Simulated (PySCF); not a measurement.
**Atomic charges by several schemes**

Compound: C8H11N.
Cartesian coordinates in Å at the GFN2-xTB level; atoms count from 1:
```xyz
20
C8H11N angstrom
C     -1.7497   -0.4280    1.2358
C     -1.0043   -0.6987   -0.0728
C     -1.7753   -0.1290   -1.2655
C      0.3883   -0.1248   -0.0188
C      0.6159    1.2387    0.1405
C      1.9199    1.7023    0.1820
N      2.9798    0.9187    0.0774
C      2.7688   -0.3768   -0.0747
C      1.5060   -0.9446   -0.1280
H     -1.1891   -0.8218    2.0810
H     -1.8929    0.6393    1.3852
H     -2.7270   -0.9049    1.2159
H     -0.9205   -1.7836   -0.2038
H     -1.9152    0.9437   -1.1570
H     -2.7548   -0.5967   -1.3374
H     -1.2342   -0.3137   -2.1913
H     -0.2044    1.9341    0.2324
H      2.1313    2.7569    0.3054
H      3.6582   -0.9886   -0.1561
H      1.3942   -2.0117   -0.2534
```

Density: PBE0/pcSseg-1 (PySCF); schemes: Mulliken, IAO, Hirshfeld and ESP-fitted. One conformer (not necessarily the lowest) at the GFN2-xTB geometry, without solvent, vibrations or thermal averaging.

Task: Atoms with like bonding are taken together and averaged. Do the Mulliken, IAO, Hirshfeld and ESP-fitted schemes agree on where the charge is lowest?

Result: The schemes don't all agree: Mulliken N7 (-0.413); IAO C1/C3 (-0.413); Hirshfeld N7 (-0.170); ESP-fitted C5/C9 (-0.838).

Task: Do the Mulliken, IAO, Hirshfeld and ESP-fitted schemes agree on where the charge is highest?

Result: The schemes don't all agree: Mulliken C6/C8 (+0.172); IAO H18/H19 (+0.154); Hirshfeld H17/H20 (+0.050); ESP-fitted C4 (+0.708).

Task: Give the atomic charges in each scheme.

Result: In e; atoms taken as equivalent share a row and are averaged (×n: the atom named and its like, n in all):

```csv
atom,environment,Mulliken,IAO,Hirshfeld,ESP-fitted
C1/C3,methyl carbon,-0.192,-0.413,-0.116,-0.546
C2,benzylic-type carbon,-0.279,-0.098,-0.015,+0.251
C4,substituted aromatic carbon,-0.138,+0.038,+0.026,+0.708
C5/C9,aromatic CH carbon,-0.136,-0.195,-0.058,-0.838
C6/C8,aromatic CH next to a ring nitrogen,+0.172,-0.009,+0.013,+0.624
N7,pyridine-type nitrogen,-0.413,-0.286,-0.170,-0.782
H10 (×6),methyl hydrogen,+0.114,+0.140,+0.040,+0.138
H13,methine hydrogen,+0.108,+0.131,+0.041,+0.017
H17/H20,aromatic hydrogen,+0.075,+0.150,+0.050,+0.233
H18/H19,aromatic hydrogen,+0.098,+0.154,+0.049,+0.016
```

Mean size of the charges over all atoms: ESP-fitted 0.355 e, IAO 0.162 e, Mulliken 0.148 e, Hirshfeld 0.053 e. Each set sums to the total charge, 0, to within 0.001 e. The ESP scheme fits charges at the nuclei, held to the total charge, to the electrostatic potential on points at 1.4 to 2.0 times the van der Waals radii.

Some averages cover members that differ in this geometry: C5/C9, ESP-fitted -0.868 to -0.807; C6/C8, ESP-fitted +0.595 to +0.654; H10 (×6), ESP-fitted +0.117 to +0.151 e.

Task: How many electrons does the ESP-fitted scheme count on C3?

Result: Its own charge is -0.540 e, so Z − q = 6.540.

Task: How closely do the schemes follow one another over all atoms?

Result: Correlation coefficient and root-mean-square difference: IAO with Hirshfeld 0.95, 0.131 e; Mulliken with Hirshfeld 0.85, 0.117 e; Mulliken with IAO 0.80, 0.117 e; Hirshfeld with ESP-fitted 0.75, 0.411 e; IAO with ESP-fitted 0.67, 0.357 e; Mulliken with ESP-fitted 0.62, 0.378 e.

Task: Sum the charges by element, for elements with more than one atom.

Result: 
```csv
element,atoms,Mulliken,IAO,Hirshfeld,ESP-fitted
C,8,-0.727,-1.295,-0.311,-0.560
H,11,+1.141,+1.581,+0.482,+1.342
```

These values come from a run that also computed NMR shieldings. Hardware: x86-64 server, one thread, no GPU (shared host). Cost: 36 s of wall time.
